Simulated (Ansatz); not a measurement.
`OB(Cl)CCl` + H₂ → `OBCl` + `CCl` at 400 K and 1 bar (hydrogenolysis of a B–C bond).

Calculated with Ansatz (gas phase, PBE0-D4/def2-TZVP geometries, no zero-point term in ΔE). CCSD(T)/CBS is the MP2 limit (def2-TZVPP, def2-QZVPP) plus CCSD(T) − MP2 in def2-TZVPP, frozen cores. This one scheme is used for every species. One conformer a species, not always the lowest.

```tsv
species	CCSD(T)/CBS energy (Eh)	H − E (kJ/mol)	S (J/(mol·K))
`OB(Cl)CCl`	-1059.49282	156.8	356.9
H₂	-1.17544	38.0	139.0
`OBCl`	-561.03999	93.6	281.2
`CCl`	-499.63220	114.2	247.0
```

H − E and S are ideal-gas, rigid-rotor, harmonic terms from PBE0-D4/def2-TZVP, for one conformer and one mirror image of each species. The MP2-based limit puts H₂ 0.8 mEh under its directly extrapolated value; such offsets cancel only in part. 1 Eh = 2625.50 kJ/mol, R = 8.31446 J/(mol·K).

By hand: ΔE, ΔH, ΔS and ΔG.

ΔE = (-561.03999) + (-499.63220) − (-1059.49282) − (-1.17544) = -0.00393 Eh = -10.3 kJ/mol. Δ(H − E) = 93.6 + 114.2 − 156.8 − 38.0 = 13.0, so ΔH = 2.7 kJ/mol. ΔS = 281.2 + 247.0 − 356.9 − 139.0 = 32.3 J/(mol·K). ΔG = 2.7 − 400 × (32.3)/1000 = -10.2 kJ/mol.

By hand: the equilibrium constant, and the temperature at which ΔG would vanish if ΔH and ΔS stayed fixed.

log₁₀ K = −ΔG/(RT ln 10) = 1.3. ΔG = 0 at ΔH/ΔS = 84 K, though so small a ΔH makes that figure unsure.

TΔS isn't small against ΔH here. A doubt of 5 kJ/mol in ΔE shifts log₁₀ K by 0.7 here. Other conformers and mirror images would add mixing entropy, several J/(mol·K) or more a flexible species. These are equilibria of isolated gas molecules and say nothing of rates. Largest T1 diagnostic: 0.012 (customary marks: 0.02 for closed shells, 0.045 for open ones).
